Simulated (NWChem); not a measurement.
A series in which one site is exchanged, each optimised at PBE0/def2-SVP with NWChem, gas phase unless a solvent is named. All stand in one matching conformer (torsions within 35°), which need not be the lowest. This build's default masses of Se (78.918 u) and Br (79.917 u) are each other's, which moves their modes by up to 0.6 %. Some are not confirmed as minima by frequencies. def2 effective core potentials on Te; no spin-orbit coupling.

A: C[Te][SeH] (CH₄SeTe; site = Te)
B: [CH3][Mg][SeH] (CH₄MgSe; site = Mg)
C: CS[SeH] (CH$_{4}$SSe; site = S)

Values for A:

* **dipole (D), PBE0/def2-SVP**: 1.54
* **orbital gap (eV), PBE0/def2-SVP**: 4.60
* **static polarisability, B3LYP/def2-SVPD (bohr³)**: 87.2
* **lowest singlet excitation, B3LYP/def2-SVPD, TDA (eV)**: 3.03

Task: How do these values change for the other members?

Result: 
```tsv
change from A	B	C
dipole (D), PBE0/def2-SVP	+0.07	+0.16
orbital gap (eV), PBE0/def2-SVP	+1.04	+1.36
static polarisability, B3LYP/def2-SVPD (bohr³)	-12.1	-21.7
lowest singlet excitation, B3LYP/def2-SVPD, TDA (eV)	+1.22	+1.09
```
